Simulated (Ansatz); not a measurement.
Basis sets compared for SnH2Me(NHiPr) (C4H13NSn). Total charge 0; singlet. Geometry PBE-D4/def2-SVP. Ansatz on 4 threads of Arm Neoverse V2 on a shared host; times are rough, and most runs start from earlier orbitals.

```xyz
19

C     3.1615    0.7774    0.7142
C    -1.1335   -0.1951   -0.9804
C    -1.9926    0.9484   -0.4135
C    -1.5577   -1.5464   -0.4009
N     0.3087   -0.0016   -0.8091
Sn    1.2496   -0.1889    1.0383
H     0.4033    0.5464    2.3772
H     1.4418   -1.8815    1.3474
H     3.8193    0.6204    1.5907
H     3.0171    1.8654    0.5652
H     3.6459    0.3476   -0.1839
H     0.5996    0.8855   -1.2412
H    -1.3235   -0.2380   -2.0814
H    -1.8783    1.0164    0.6899
H    -3.0712    0.8051   -0.6369
H    -1.6865    1.9244   -0.8448
H    -1.4346   -1.5624    0.7054
H    -2.6251   -1.7569   -0.6124
H    -0.9439   -2.3661   -0.8239
```

In the def2 sets Sn takes a core potential; there is no spin–orbit coupling.

Binding counts from free atoms (C triplet, N quartet, Sn triplet, H doublet) in the same basis, without a counterpoise term.

```json
{"level": "PBE-D4/def2-SVP", "functions": "161", "energy (Eh)": "-428.8231", "HOMO (eV)": "-4.79", "LUMO (eV)": "-0.22", "binding per atom (eV)": "3.76", "wall time": "1.9 s"}
{"level": "PBE0-D4/def2-SVP", "functions": "161", "energy (Eh)": "-428.8742", "HOMO (eV)": "-6.17", "LUMO (eV)": "0.68", "binding per atom (eV)": "3.72", "wall time": "2.7 s"}
```

Estimate the rows for PBE-D4/def2-TZVP (with forces), PBE0-D4/def2-TZVP.


| level | functions | energy (Eh) | HOMO (eV) | LUMO (eV) | binding per atom (eV) | wall time |
| --- | --- | --- | --- | --- | --- | --- |
| PBE-D4/def2-TZVP (with forces) | 283 | -429.0737 | -5.01 | -0.61 | 3.74 | 4.1 s |
| PBE0-D4/def2-TZVP | 283 | -429.1175 | -6.33 | 0.26 | 3.70 | 6.5 s |
